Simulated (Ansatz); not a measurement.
This geometry of C2H8OSiTe (13 atoms, charge 0, multiplicity 1) is a first-order saddle point.

Level of theory: Ansatz 0.2.0, RKS PBE-D4/def2-SVP.

```xyz
13
Properties=species:S:1:pos:R:3
C -1.654 -0.401 1.201
O -1.031 0.263 0.108
C 0.272 -0.087 -0.188
Si 0.792 0.688 -1.853
Te 1.816 0.643 1.334
H -2.532 -0.974 0.832
H -0.955 -1.096 1.714
H -2.001 0.350 1.941
H 0.457 -1.188 -0.169
H 0.955 2.172 -1.684
H -0.266 0.426 -2.894
H 2.091 0.070 -2.284
H 2.077 -0.900 1.956
```

Task: Which two structures does it join? (They come from a converged band through this point; their orientation in space is the band's.)

Result: No bond is made or broken. The dihedral H7–C1–O2–C3 goes from -59 to 62°. The two ends are copies of one structure, up to a mirror image or an exchange of like atoms.

Image 0:

```xyz
13
Properties=species:S:1:pos:R:3
C -1.658 -0.568 1.086
O -1.085 0.074 -0.039
C 0.288 -0.058 -0.161
Si 0.866 0.620 -1.849
Te 1.482 1.095 1.404
H -2.749 -0.393 1.046
H -1.458 -1.665 1.075
H -1.246 -0.139 2.030
H 0.646 -1.101 0.012
H 0.758 2.119 -1.846
H -0.002 0.066 -2.949
H 2.292 0.204 -2.069
H 1.888 -0.288 2.275
```

Image 6:

```xyz
13
Properties=species:S:1:pos:R:3
C -1.611 -0.345 1.239
O -1.039 0.297 0.115
C 0.250 -0.095 -0.200
Si 0.768 0.648 -1.881
Te 1.830 0.599 1.291
H -1.654 -1.451 1.100
H -1.019 -0.125 2.159
H -2.638 0.048 1.357
H 0.391 -1.202 -0.173
H 0.991 2.126 -1.723
H -0.318 0.419 -2.899
H 2.035 -0.020 -2.330
H 2.035 -0.933 1.960
```

Task: How far does it lie above each of them?

Result: 10.8 kJ/mol above the first and 10.8 kJ/mol above the second. This is the barrier of this one path; another mechanism may lie lower.

Run time: 2 min on 2 threads of Arm Neoverse V1 (shared host), peak memory 0.18 GiB.
